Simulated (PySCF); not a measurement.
PySCF job for propylene glycol (C3H8O2), SMILES CC(CO)O, PBE0/pcSseg-1. Geometry: PBE0-D3(BJ)/def2-SVP. Other conformers were not sampled.

```python
import numpy as np
from pyscf import gto, scf, dft
from pyscf.prop.nmr import rks as nmr

mol = gto.M(
    atom='''
    C     1.82567580    0.14535084    0.37254774
    C     0.43591909    0.28265845   -0.21174581
    O    -0.30256099    1.32499903    0.40541265
    C    -0.38617215   -0.99712149   -0.13861122
    O    -1.67725652   -0.77985463   -0.61522944
    H     2.36475826    1.10161474    0.31293961
    H     1.77853691   -0.15807190    1.43263794
    H     2.41053693   -0.61660959   -0.16458642
    H     0.50256030    0.57914785   -1.27214019
    H    -0.25652902    1.18856049    1.35995478
    H     0.08359468   -1.79216829   -0.74123316
    H    -0.38547484   -1.35394052    0.91760641
    H    -1.91197945    0.10498504   -0.29978874
    ''',
    basis='pcSseg-1',
    charge=0,
    spin=0,
    max_memory=1600,
    verbose=3,
)
mf = dft.RKS(mol, xc='pbe0')
mf.grids.level = 3
mf.conv_tol = 1e-10
mf.max_cycle = 100
mf.kernel()
n = nmr.NMR(mf)
n.verbose = 2
n.max_cycle_cphf = 60
sigma = n.kernel()
print('atom   isotropic/ppm   span/ppm')
for i, s in enumerate(sigma):
    w = np.linalg.eigvalsh((s + s.T) / 2)
    print(f'{mol.atom_symbol(i):2s}{i + 1:3d} {w.mean():14.3f} {w[2] - w[0]:11.3f}')
```

Log of the run:

```
converged SCF energy = -269.239685712421
atom   isotropic/ppm   span/ppm
C   1        163.651      41.556
C   2        114.563      47.261
O   3        277.777     121.518
C   4        113.619      53.097
O   5        310.176      69.614
H   6         29.723       9.958
H   7         30.720       8.240
H   8         30.199      10.951
H   9         27.857       7.541
H  10         32.290      18.771
H  11         27.765       7.781
H  12         28.321       9.084
H  13         29.317      21.150
```

The calculation finished and met its thresholds.

Cost: around 50 core-seconds (rough).
